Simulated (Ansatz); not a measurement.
`[CH3][Ge]([OH])([F])[Cl]` → `[F][Ge][Cl]` + CH₃OH at 400 K and 1 bar (germylene formation by 1,1-elimination).

Computed with Ansatz on PBE0-D4/def2-TZVP structures; ΔE is electronic, products minus reactants. CCSD(T)/CBS is the MP2 limit (def2-TZVPP, def2-QZVPP) plus CCSD(T) − MP2 in def2-TZVPP, frozen cores. This one scheme is used for every species. For Ge outer-core shells are correlated without core-valence functions, which leaves a few kJ/mol of doubt a bond. Scalar relativity is left out up to krypton. One conformer a species, not always the lowest.

| species | CCSD(T)/CBS energy (Eh) | H − E (kJ/mol) | S (J/(mol·K)) |
| --- | --- | --- | --- |
| `[CH3][Ge]([OH])([F])[Cl]` | -2751.44935 | 178.1 | 402.1 |
| `[F][Ge][Cl]` | -2635.75718 | 25.5 | 304.4 |
| CH₃OH | -115.61712 | 151.2 | 252.6 |

H − E and S are ideal-gas, rigid-rotor, harmonic terms from PBE0-D4/def2-TZVP, for one conformer and one mirror image of each species. 1 Eh = 2625.50 kJ/mol, R = 8.31446 J/(mol·K).

By hand: ΔE, ΔH, ΔS and ΔG.

ΔE = (-2635.75718) + (-115.61712) − (-2751.44935) = 0.07505 Eh = 197.0 kJ/mol. Δ(H − E) = 25.5 + 151.2 − 178.1 = -1.4, so ΔH = 195.6 kJ/mol. ΔS = 304.4 + 252.6 − 402.1 = 154.9 J/(mol·K). ΔG = 195.6 − 400 × (154.9)/1000 = 133.6 kJ/mol.

By hand: the equilibrium constant, and the temperature at which ΔG would vanish if ΔH and ΔS stayed fixed.

log₁₀ K = −ΔG/(RT ln 10) = -17.4. ΔG = 0 at ΔH/ΔS = 1263 K.

The number of gas molecules changes by +1, which sets the sign of ΔS. A doubt of 5 kJ/mol in ΔE shifts log₁₀ K by 0.7 here. Other conformers and mirror images would add mixing entropy, several J/(mol·K) or more a flexible species. These are equilibria of isolated gas molecules and say nothing of rates. Largest T1 diagnostic: 0.014 (customary marks: 0.02 for closed shells, 0.045 for open ones).
